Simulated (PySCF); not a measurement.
C₅H₅F, SMILES C(=C\C=C=C)/F. Atoms are numbered in the order given.

```xyz
11

C     -0.7726     2.6609     0.0000
C      0.1308     1.7052     0.0000
C      1.0433     0.7400     0.0000
C      0.8060    -0.7076     0.0000
C     -0.4059    -1.2983     0.0000
F     -0.5438    -2.6325     0.0000
H     -1.1695     3.0838     0.9410
H     -1.1695     3.0838    -0.9410
H      2.1040     1.0512     0.0000
H      1.6904    -1.3640     0.0000
H     -1.3712    -0.7637     0.0000
```
Charge 0, spin multiplicity 1.

Geometry: PBE-D3(BJ)/def2-SVP. The structure was generated by enumeration; whether it is a known compound was not checked. Other conformers were not sampled.

The numbers are results of PBE-D3(BJ)/def2-SVP (PySCF), not measurements.

Harmonic, unscaled wavenumbers; measured fundamentals usually lie a few per cent lower.

| mode | ν (cm⁻¹) | IR (km/mol) | moving atoms (share of kinetic energy) |
|---|---|---|---|
| 1 | 69 | 1.0 | H 53 %, C 42 % |
| 2 | 110 | 0.1 | C 61 %, F 24 %, H 15 % |
| 3 | 261 | 0.6 | C 41 %, H 38 %, F 20 % |
| 4 | 296 | 4.5 | C 74 %, H 14 %, F 11 % |
| 5 | 299 | 6.2 | C 63 %, H 36 % |
| 6 | 448 | 0.1 | C 60 %, F 34 % |
| 7 | 583 | 1.2 | H 51 %, C 48 % |
| 8 | 697 | 48.3 | C 78 %, F 12 %, H 9 % |
| 9 | 819 | 3.6 | H 51 %, C 48 % |
| 10 | 823 | 47.2 | H 74 %, C 26 % |
| 11 | 868 | 25.6 | H 83 %, C 17 % |
| 12 | 914 | 30.3 | H 91 %, C 9 % |
| 13 | 927 | 3.5 | C 69 %, H 30 % |
| 14 | 948 | 0.0 | H 64 %, C 36 % |
| 15 | 1106 | 15.5 | H 63 %, C 33 % |
| 16 | 1180 | 137.8 | C 45 %, F 29 %, H 27 % |
| 17 | 1238 | 11.8 | H 68 %, C 30 % |
| 18 | 1282 | 0.2 | H 74 %, C 25 % |
| 19 | 1313 | 0.3 | H 76 %, C 24 % |
| 20 | 1422 | 4.2 | C 59 %, H 41 % |
| 21 | 1676 | 102.0 | C 90 %, H 9 % |
| 22 | 1999 | 37.2 | C 98 % |
| 23 | 3036 | 5.7 | H 95 % |
| 24 | 3069 | 3.1 | H 92 % |
| 25 | 3115 | 8.7 | H 91 %, C 9 % |
| 26 | 3115 | 0.6 | H 89 %, C 11 % |
| 27 | 3124 | 6.6 | H 92 %, C 8 % |
